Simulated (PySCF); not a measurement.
C₄H₉PSi₂.
Geometry (GFN2-xTB, Å), atoms numbered from 1 in this order:
```
atom  x, y, z in Å
C1     3.1208    0.8720    0.3173
C2     2.0096    0.6278   -0.0569
C3     0.6546    0.3439   -0.4575
C4    -0.3475    1.0181    0.4896
Si5   -2.1353    0.4606    0.0918
P6    -1.9103   -1.6384   -0.6797
Si7    0.3263   -1.5566   -0.5437
H8     4.0990    1.0871    0.6281
H9     0.5098    0.7466   -1.4682
H10   -0.2468    2.1031    0.4237
H11   -0.0961    0.7465    1.5181
H12   -2.7014    1.2671   -0.9947
H13   -2.9821    0.5297    1.2840
H14   -2.1024   -2.2598    0.5370
H15    0.9305   -2.1228   -1.7507
H16    0.8637   -2.2160    0.6503
```

Method: PySCF, TDDFT B3LYP/def2-SVPD, vertical, gas phase, core orbitals frozen in the response.

Transition dipole moments from the ground state, in atomic units and in the frame of the coordinates above (overall signs are arbitrary), for the states with f of 0.002 or more among the lowest 7:

```tsv
state	E (eV)	μx	μy	μz
S1	5.136	0.072	0.108	0.015
S2	5.874	0.181	0.037	-0.032
S3	5.933	0.085	-0.162	-0.207
S4	6.043	-0.453	-0.144	-0.177
S5	6.154	-0.520	-0.149	-0.070
S6	6.330	-0.124	-0.092	-0.220
S7	6.352	-0.188	-0.112	-0.033
```

(1) Work out the oscillator strengths.

(2) What angle do the transition dipoles of S3 and S5 make?

(3) What peak molar absorption coefficient would the strongest computed level give as a lone Gaussian band 0.3 eV wide at half height?

Answers

(1) f = (2/3) ΔE |μ|² with ΔE in hartree (27.2114 eV).

| state | \|μ\|² (au) | \|μ\| (D) | f |
| --- | --- | --- | --- |
| S1 | 0.017 | 0.33 | 0.002 |
| S2 | 0.035 | 0.48 | 0.005 |
| S3 | 0.076 | 0.70 | 0.011 |
| S4 | 0.257 | 1.29 | 0.038 |
| S5 | 0.297 | 1.39 | 0.045 |
| S6 | 0.072 | 0.68 | 0.011 |
| S7 | 0.049 | 0.56 | 0.008 |

(2) |cos θ| = |μa·μb| / (|μa| |μb|) = 0.04, so θ ≈ 88° (taken between 0 and 90°, since the signs are arbitrary).

(3) ε(max) = 2.175×10⁸ f / FWHM, with the width in cm⁻¹. S5: 2.175×10⁸ × 0.0448 / 2420 ≈ 4000 L mol⁻¹ cm⁻¹.

The run took 42 s wall on Arm Neoverse V2, one thread, shared host with 96 logical CPUs at a one-minute load of 25, and the process peaked at 0.84 GiB of memory.

One conformer stands for the species.
